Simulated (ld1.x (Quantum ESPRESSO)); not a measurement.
# An all-electron radial function and its pseudo partner (sulfur)

Columns: radius, all-electron u(r) and pseudo u(r) of the 3p shell (level -11.80 eV) of sulfur in the configuration [Ne] 3s2 3p3.5; LDA (PZ), scalar-relativistic, TM scheme, ld1.x (Quantum ESPRESSO) 7.5.

```json
{"r (bohr)": "0.065", "all-electron": "0.0944", "pseudo": "-0.0042"}
{"r (bohr)": "0.130", "all-electron": "0.2308", "pseudo": "-0.0165"}
{"r (bohr)": "0.195", "all-electron": "0.3202", "pseudo": "-0.0365"}
{"r (bohr)": "0.260", "all-electron": "0.3490", "pseudo": "-0.0633"}
{"r (bohr)": "0.325", "all-electron": "0.3267", "pseudo": "-0.0958"}
{"r (bohr)": "0.390", "all-electron": "0.2678", "pseudo": "-0.1327"}
{"r (bohr)": "0.455", "all-electron": "0.1855", "pseudo": "-0.1728"}
{"r (bohr)": "0.520", "all-electron": "0.0903", "pseudo": "-0.2149"}
{"r (bohr)": "0.585", "all-electron": "-0.0101", "pseudo": "-0.2583"}
{"r (bohr)": "0.650", "all-electron": "-0.1102", "pseudo": "-0.3024"}
{"r (bohr)": "0.715", "all-electron": "-0.2062", "pseudo": "-0.3470"}
{"r (bohr)": "0.780", "all-electron": "-0.2957", "pseudo": "-0.3922"}
{"r (bohr)": "0.845", "all-electron": "-0.3772", "pseudo": "-0.4381"}
{"r (bohr)": "0.910", "all-electron": "-0.4501", "pseudo": "-0.4845"}
{"r (bohr)": "0.975", "all-electron": "-0.5141", "pseudo": "-0.5307"}
{"r (bohr)": "1.040", "all-electron": "-0.5693", "pseudo": "-0.5757"}
{"r (bohr)": "1.105", "all-electron": "-0.6159", "pseudo": "-0.6176"}
{"r (bohr)": "1.170", "all-electron": "-0.6544", "pseudo": "-0.6546"}
{"r (bohr)": "1.235", "all-electron": "-0.6854", "pseudo": "-0.6854"}
{"r (bohr)": "1.300", "all-electron": "-0.7096", "pseudo": "-0.7096"}
{"r (bohr)": "1.365", "all-electron": "-0.7274", "pseudo": "-0.7274"}
{"r (bohr)": "1.430", "all-electron": "-0.7396", "pseudo": "-0.7396"}
{"r (bohr)": "1.495", "all-electron": "-0.7468", "pseudo": "-0.7468"}
{"r (bohr)": "1.560", "all-electron": "-0.7494", "pseudo": "-0.7494"}
{"r (bohr)": "1.625", "all-electron": "-0.7483", "pseudo": "-0.7483"}
{"r (bohr)": "1.690", "all-electron": "-0.7437", "pseudo": "-0.7437"}
```

(1) How many radial nodes do the two functions have?

(2) At about which radius was the pseudo-wave matched?

(3) Is the pseudo-wave norm-conserving?

## Answers

(1) The all-electron 3p function has n − l − 1 = 1; the pseudo-wave has 0, since the states of the same l below it are removed with the core.

(2) 1.30 bohr. The columns agree to 0.0005 from 1.17 bohr on; several derivatives are matched, so the curves merge somewhat inside the radius.

(3) Yes: the TM scheme keeps the norm inside the radius equal to the all-electron one, which fixes the energy derivative of the logarithmic derivative at the level.
